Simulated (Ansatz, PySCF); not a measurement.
F₂O₂W, SMILES [O]=[W]([F])(=[O])[F] (connectivity only; charge and spin as stated), charge -1, multiplicity 2. Atoms are numbered in the order given.

```xyz
5

W      0.0000     0.0000     0.1063
O      0.0000     1.4429     1.0715
O      0.0000    -1.4429     1.0715
F     -1.2753     0.0000    -1.3782
F      1.2753     0.0000    -1.3782
```
Charge -1, spin multiplicity 2.

Geometry optimised at PBE0-D3(BJ)/def2-SVPD. The multiplicity is an assumed one; other spin states were not compared. The isomer is the one that the SMILES or the coordinates give; other isomers of the formula were not compared. The def2 effective core potentials stand for the cores of W; spin–orbit coupling is left out.

Two levels are set side by side: PBE-D3(BJ)/def2-SVPD (Ansatz, a program for electronic structure) and PBE0-D3(BJ)/def2-SVPD (Ansatz). Each level has its own optimised geometry; the coordinates shown are those of the second. Frequencies come from the Hessian of PySCF at each geometry. Differences are taken from unrounded values.

```tsv
quantity	PBE0-D3(BJ)
mean bond length (Å)	1.847
bond W1–O2 (Å)	1.736
bond W1–O3 (Å)	1.736
bond W1–F4 (Å)	1.957
bond W1–F5 (Å)	1.957
highest harmonic wavenumber (cm⁻¹)	982
mean harmonic wavenumber (cm⁻¹)	454
zero-point energy (kcal/mol)	5.84
```

Q: What does PBE-D3(BJ) give, and how far is it from PBE0-D3(BJ)? (The exact figures need the calculation; the answer reports its results.)

A: 
| quantity | PBE-D3(BJ) | PBE-D3(BJ) minus PBE0-D3(BJ) |
|---|---|---|
| mean bond length (Å) | 1.864 | 0.018 |
| bond W1–O2 (Å) | 1.754 | 0.018 |
| bond W1–O3 (Å) | 1.754 | 0.018 |
| bond W1–F4 (Å) | 1.975 | 0.018 |
| bond W1–F5 (Å) | 1.975 | 0.018 |
| highest harmonic wavenumber (cm⁻¹) | 932 | -51 |
| mean harmonic wavenumber (cm⁻¹) | 431 | -23 |
| zero-point energy (kcal/mol) | 5.55 | -0.30 |

Exact exchange shortens and stiffens bonds; PBE has none. Differences between two approximate levels are no errors against the true value.
